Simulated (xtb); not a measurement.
CH₃Cl₂Sn, doublet, geometry from GFN2-xTB (such geometries of metal compounds can be far from the true shape) (the spin is typed, not shown lowest); GFN1-xTB run with xtb.

Input for xtb:
```
$ xtb mol.xyz --gfn 1 --uhf 1 --etemp 5000 --json

# file mol.xyz
7

Sn    -0.25987517     0.10089511     0.41959888
C     -1.92570834    -1.45600401    -0.35249903
H     -1.41774794    -1.94074201    -1.17614683
H     -2.78104771    -0.87777075    -0.67520745
H     -2.16104505    -2.14229292     0.44986603
Cl     0.01934069     1.63428595    -1.40025402
Cl     1.79876807    -1.12534039     0.37299158
```

Q: What does xtb print? Leave out banner, timings and long lists.

A: 
```
   ID    Z sym.   atoms
    1   50 Sn     1
    2    6 C      2
    3    1 H      3-5
    4   17 Cl     6, 7

           -------------------------------------------------
          |                Calculation Setup                |
           -------------------------------------------------

           -------------------------------------------------
          |                 G F N 1 - x T B                 |
           -------------------------------------------------

          ...................................................
          :                      SETUP                      :
          :.................................................:
          :  # basis functions                  40          :
          :  # atomic orbitals                  37          :
          :  # shells                           17          :
          :  # electrons                        25          :
          :  # halogen bonds                     0          :
          :  max. iterations                   250          :
          :  Hamiltonian                  GFN1-xTB          :
          :  restarted?                      false          :
          :  GBSA solvation                  false          :
          :  PC potential                    false          :
          :  electronic temp.         5000.0000000     K    :
          :  accuracy                    1.0000000          :
          :  -> integral cutoff          0.2500000E+02      :
          :  -> integral neglect         0.1000000E-07      :
          :  -> SCF convergence          0.1000000E-05 Eh   :
          :  -> wf. convergence          0.2000000E-04 e    :
          :  Broyden damping             0.4000000          :
          :  net charge                          0          :
          :  unpaired electrons                  1          :
          ...................................................

 iter      E             dE          RMSdq      gap      omega  full diag
   1    -14.8202780 -0.148203E+02  0.564E+00    4.76       0.0  T
   2    -14.8335643 -0.132863E-01  0.373E+00    5.31       1.0  T
   3    -14.8336993 -0.135085E-03  0.492E-01    5.23       1.0  T
   4    -14.8338023 -0.102982E-03  0.147E-01    5.29       1.0  T
   5    -14.8338365 -0.341588E-04  0.548E-02    5.28       1.0  T
   6    -14.8338388 -0.235162E-05  0.867E-04    5.28      43.6  T
   7    -14.8338388 -0.184377E-08  0.274E-04    5.28     138.1  T
   8    -14.8338388 -0.667342E-10  0.391E-05    5.28     966.2  T
   9    -14.8338388 -0.234479E-12  0.139E-05    5.28    2712.4  T

   *** convergence criteria satisfied after 9 iterations ***

         :::::::::::::::::::::::::::::::::::::::::::::::::::::
         ::                     SUMMARY                     ::
         :::::::::::::::::::::::::::::::::::::::::::::::::::::
         :: total energy             -14.778502012229 Eh    ::
         :: gradient norm              0.021413617388 Eh/a0 ::
         :: HOMO-LUMO gap              5.275809771102 eV    ::
         ::.................................................::
         :: SCC energy               -14.833838830987 Eh    ::
         :: -> electrostatic           0.006398948885 Eh    ::
         :: repulsion energy           0.058080134975 Eh    ::
         :: dispersion energy         -0.002743316216 Eh    ::
         :: halogen bond corr.         0.000000000000 Eh    ::
         :: add. restraining           0.000000000000 Eh    ::
         :: total charge              -0.000000000000 e     ::
         :::::::::::::::::::::::::::::::::::::::::::::::::::::

           -------------------------------------------------
          |                Property Printout                |
           -------------------------------------------------

    * Orbital Energies and Occupations

         #    Occupation            Energy/Eh            Energy/eV
      -------------------------------------------------------------
         1        2.0000           -0.9666202             -26.3031
         2        2.0000           -0.8954174             -24.3655
         3        2.0000           -0.8777328             -23.8843
         4        2.0000           -0.6327920             -17.2191
         5        1.9991           -0.5351690             -14.5627
         6        1.9991           -0.5340694             -14.5328
         7        1.9894           -0.4950578             -13.4712
         8        1.9810           -0.4857004             -13.2166
         9        1.9721           -0.4795152             -13.0483
        10        1.9512           -0.4703196             -12.7980
        11        1.9343           -0.4653173             -12.6619
        12        1.9197           -0.4618945             -12.5688
        13        1.2506           -0.4061936             -11.0531 (HOMO)
        14        0.0015           -0.2123111              -5.7773 (LUMO)
        15        0.0013           -0.2108960              -5.7388
        16        0.0008           -0.2018628              -5.4930
        17        0.0000           -0.1208972              -3.2898
        18        0.0000           -0.0885471              -2.4095
        19        0.0000           -0.0872915              -2.3753
        20                         -0.0557051              -1.5158
        21                         -0.0480225              -1.3068
        22                         -0.0372331              -1.0132
        23                         -0.0322782              -0.8783
        24                         -0.0314513              -0.8558
       ...                                ...                  ...
        37                          0.5066324              13.7862
      -------------------------------------------------------------
                  HL-Gap            0.1938824 Eh            5.2758 eV
             Fermi-level           -0.3694432 Eh          -10.0531 eV

  Mulliken/CM5 charges         n(s)   n(p)   n(d)
     1Sn    0.38092  0.38668   1.985  1.328  0.307
     2C    -0.14202 -0.29105   1.065  3.077  0.000
     3H     0.05119  0.10295   0.949  0.000  0.000
     4H     0.04399  0.09519   0.956  0.000  0.000
     5H     0.04207  0.09308   0.958  0.000  0.000
     6Cl   -0.18799 -0.19334   1.946  5.245 -0.003
     7Cl   -0.18815 -0.19351   1.947  5.245 -0.003

Wiberg/Mayer (AO) data.
largest (>0.10) Wiberg bond orders for each atom

 ---------------------------------------------------------------------------
     #   Z sym  total        # sym  WBO       # sym  WBO       # sym  WBO
 ---------------------------------------------------------------------------
     1  50 Sn   2.462 --     6 Cl   0.963     7 Cl   0.962     2 C    0.530
     2   6 C    3.615 --     5 H    0.991     4 H    0.990     3 H    0.984
                             1 Sn   0.530
     3   1 H    0.994 --     2 C    0.984
     4   1 H    0.998 --     2 C    0.990
     5   1 H    0.998 --     2 C    0.991
     6  17 Cl   1.064 --     1 Sn   0.963
     7  17 Cl   1.063 --     1 Sn   0.962
 ---------------------------------------------------------------------------

Topologies differ in total number of bonds
Writing topology from bond orders to xtbtopo.mol

 dipole moment from electron density (au)
     X       Y       Z
  -1.4500  -0.2498   1.0663  total (Debye):    4.619

           -------------------------------------------------
          | TOTAL ENERGY              -14.778502012229 Eh   |
          | GRADIENT NORM               0.021413617388 Eh/α |
          | HOMO-LUMO GAP               5.275809771102 eV   |
           -------------------------------------------------

normal termination of xtb
```
